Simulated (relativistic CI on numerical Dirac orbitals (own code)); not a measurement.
## Transition arrays of Ce¹⁴⁺

These numbers are calculated, not measured: Dirac-Coulomb-Breit CI, KLI orbitals optimised for each configuration, model QED (radiative potential, 1s self-energy scaled to tabulated hydrogen-like ionisation energies), valence Slater integrals scaled by 0.9, whole transition arrays (own radial code, finite nucleus).

CI space (outside the closed core [Ar] 3d10 4s2): 4p6.4d8, 4p6.4d7.4f, 4p5.4d9, 4p6.4d7.5p, 4p6.4d7.5f. Levels of other configurations are missing.

All E1 lines from the levels of 4p6.4d8; mean and standard deviation are weighted by gf, and upper levels are sorted by their leading configuration.

| Upper configuration | Lines | Σgf | Mean (eV) | Mean (nm) | σ (eV) | Strongest line (nm) |
| --- | --- | --- | --- | --- | --- | --- |
| 4p6.4d7.4f | 732 | 337.9 | 142.95 | 8.673 | 2.78 | 8.620 |
| 4p5.4d9 | 38 | 1.4 | 100.73 | 12.308 | 2.10 | 12.193 |
| 4p6.4d7.5p | 477 | 127.2 | 143.77 | 8.624 | 1.88 | 8.680 |
| 4p6.4d7.5f | 721 | 5.5 | 226.60 | 5.472 | 2.85 | 5.444 |

Σgf per state of the lower configuration in bins of 0.1 nm over the central range (centre: value): 8.25: 0.11, 8.35: 0.10, 8.45: 0.60, 8.55: 1.20, 8.65: 5.30, 8.75: 2.68, 8.85: 0.11.

Problem. How do configuration mixing and the scaling of the Slater integrals move the arrays?

Solution. Slater scale 0.9, no configuration mixing: 4p6.4d7.4f 140.4 ± 4.7 eV (Σgf 353.0), 4p5.4d9 118.3 ± 9.4 eV (Σgf 45.8), 4p6.4d7.5p 146.0 ± 2.5 eV (Σgf 45.4), 4p6.4d7.5f 225.9 ± 2.8 eV (Σgf 15.8); Slater scale 1: 4p6.4d7.4f 145.7 ± 3.2 eV (Σgf 229.5), 4p5.4d9 99.5 ± 2.2 eV (Σgf 1.2), 4p6.4d7.5p 145.9 ± 2.0 eV (Σgf 244.6), 4p6.4d7.5f 226.8 ± 3.1 eV (Σgf 5.2); Slater scale 0.8: 4p6.4d7.4f 140.0 ± 2.5 eV (Σgf 371.8), 4p5.4d9 102.0 ± 2.0 eV (Σgf 1.6), 4p6.4d7.5p 143.0 ± 2.9 eV (Σgf 84.2), 4p6.4d7.5f 226.4 ± 2.7 eV (Σgf 5.8). With mixing, levels are counted to their leading configuration, so an array can shrink or vanish into another, and the sums then hold other lines.
